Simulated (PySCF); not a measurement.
Spinor energies of Sc (scandium, neutral)

Start: [Ar] 3d2 4s1; 3d5/2 filled at m_j = +3/2, +5/2; 4s1/2 filled at m_j = +1/2. Calculated with PySCF 2.14 in x2c-TZVPall-2c (6s7p4d1f, 54 functions): generalised Hartree-Fock with the X2C-1e Hamiltonian and a Gaussian nucleus; one run each with spin-orbit coupling (SO) switched off, then screened by Boettger's factors. This is a chosen level, not necessarily the ground level.

```tsv
spinor shell	electrons	ε, spin-free (eV)	ε, screened SO (eV)	weight of nominal j (screened SO)	rms radius, screened SO (bohr)
1s1/2	2	-4535.8	-4535.7	1.000	0.0844
2s1/2	2	-519.83	-519.84	1.000	0.370
2p1/2	2	-422.59	-425.74	0.998	0.338
2p3/2	4	-422.59	-421.06	0.999	0.341
3s1/2	2	-66.474	-66.484	1.000	1.16
3p3/2	4	-39.219	-39.596	0.856	1.29
3p1/2	2	-39.219	-38.498	0.712	1.28
3d5/2	2	-5.763	-5.760	0.899	2.45
4s1/2	1	-5.410	-5.412	1.000	4.47
```

```tsv
quantity	spin-free	screened SO
E (hartree)	-763.23051	-763.23486
M_J	9/2	9/2
⟨J²⟩	24.754	24.754
⟨L²⟩	12.003	12.004
⟨S²⟩	3.751	3.751
```

Each row is a mean over spinors that exchange with the open shell spreads, by up to 5.076 eV (3p3/2).

Rows whose weight is well below 1 are mixtures of j = l ± 1/2: exchange outweighs spin-orbit coupling there, and the label is only the starting occupation.

Without spin-orbit coupling the j labels of p, d and f shells carry no meaning; the spin-free column gives the mean over the occupied spinors of each nl shell.
